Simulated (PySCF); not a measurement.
Two species compared at the same levels of theory.

First species: C6H14Si2.
Atom-mapped SMILES: `[CH3:1][C:2]([CH3:3])([CH3:4])[SiH2:5][C:6]#[C:7][SiH3:8]` (hydrogens: H9, H10, H11 on C1; H12, H13, H14 on C3; H15, H16, H17 on C4; H18, H19 on Si5; H20, H21, H22 on Si8)

Structure used (PBE0-D3(BJ)/def2-SVP), in Å, numbered top down from 1:
```xyz
22
C6H14Si2 angstrom
C     -1.5464    0.7790    0.7374
C     -1.3248    0.0762   -0.6043
C     -1.0645   -1.4155   -0.3810
C     -2.5442    0.2707   -1.5104
Si     0.1820    0.8502   -1.4701
C      1.6742    0.6470   -0.4104
C      2.6271    0.4821    0.3420
Si     4.0665    0.2509    1.4545
H     -1.7405    1.8561    0.6093
H     -0.6754    0.6697    1.4026
H     -2.4195    0.3443    1.2551
H     -0.9101   -1.9514   -1.3313
H     -1.9280   -1.8811    0.1257
H     -0.1771   -1.5837    0.2494
H     -2.7557    1.3368   -1.6928
H     -3.4423   -0.1669   -1.0403
H     -2.4129   -0.2207   -2.4881
H     -0.0373    2.3106   -1.7022
H      0.4381    0.1812   -2.7821
H      4.9905   -0.7648    0.8716
H      4.7872    1.5473    1.6121
H      3.5941   -0.2185    2.7896
```

Second species: C₆H₁₄Si₂.
SMILES with atom numbers: `[CH2:1]1[CH2:2][Si@H:3]2[CH2:4][CH2:5][Si@@H:6]1[CH2:7][CH2:8]2` (hydrogens: H9, H10 on C1; H11, H12 on C2; H13 on Si3; H14, H15 on C4; H16, H17 on C5; H18 on Si6; H19, H20 on C7; H21, H22 on C8)

Levels: B3LYP/def2-SVPD for HOMO energy, LUMO energy, HOMO–LUMO gap and static isotropic polarisability; TDDFT B3LYP/def2-SVPD for lowest singlet excitation; TDA B3LYP/def2-SVPD for lowest triplet excitation (Tamm–Dancoff); ΔSCF B3LYP/def2-SVPD for vertical ionisation energy. Geometries: PBE0-D3(BJ)/def2-SVP. All species are isolated and taken at one optimised geometry, non-relativistic unless stated. Electronic properties by PySCF.

The conformers computed, where there is a choice (atom-mapped SMILES and torsion angles):
- `[CH3:1][C:2]([CH3:3])([CH3:4])[SiH2:5][C:6]#[C:7][SiH3:8]`: C1–C2–Si5–C6 60°

The conformers of `C1C[SiH]2CC[SiH]1CC2` aren't listed.

Values for the first species:

| Property | Result |
| --- | --- |
| HOMO energy | -7.51 eV |
| LUMO energy | -0.78 eV |
| HOMO–LUMO gap | 6.73 eV |
| Lowest singlet excitation | 5.45 eV |
| Lowest triplet excitation (Tamm–Dancoff) | 4.54 eV |
| Static isotropic polarisability | 132.1 au |
| Vertical ionisation energy | 9.26 eV |

**Question.** Estimate the same properties for the second species, and the change in each.

**Answer.** 
| property | first | second | second less first |
| --- | --- | --- | --- |
| HOMO energy | -7.51 eV | -6.94 eV | +0.57 eV |
| LUMO energy | -0.78 eV | 0.23 eV | +1.01 eV |
| HOMO–LUMO gap | 6.73 eV | 7.17 eV | +0.44 eV |
| lowest singlet excitation | 5.45 eV | 6.34 eV | +0.89 eV |
| lowest triplet excitation (Tamm–Dancoff) | 4.54 eV | 6.21 eV | +1.67 eV |
| static isotropic polarisability | 132.1 au | 115.2 au | -16.9 au |
| vertical ionisation energy | 9.26 eV | 8.79 eV | -0.47 eV |

On the first: The 10 singlets span 5.45 to 7.51 eV, and their oscillator strengths add up to 1.25. The ΔSCF ionisation energy exceeds −ε(HOMO) by 1.75 eV with B3LYP.

On the second: The principal polarisabilities are 111.2, 111.2 and 123.3 au; their mean is the isotropic value. The ΔSCF ionisation energy exceeds −ε(HOMO) by 1.85 eV with B3LYP.
